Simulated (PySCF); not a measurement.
Correlation energy of Xe³⁺ (xenon, charge +3)

[Kr] 4d10 5s2 5p3, high-spin 4S determinant. Computed with PySCF 2.14 in aug-cc-pwCVTZ-DK3 (10s9p7d4f1g, 109 functions), with scalar relativity by spin-free X2C-1e. Frozen: [Kr] 4d10; 5 electrons correlated.

MP2 pair energies summed by pair of shells (mhartree):

```
 pair  energy  share (%)
5s-5p  -48.05       67.4
5p-5p  -15.34       21.5
5s-5s   -7.90       11.1
```

Total MP2 correlation energy: -71.29 mhartree.

Same-spin part -18.11 and opposite-spin part -53.18 mhartree; SCS-MP2 scales them by 1/3 and 6/5 to -69.85 mhartree.
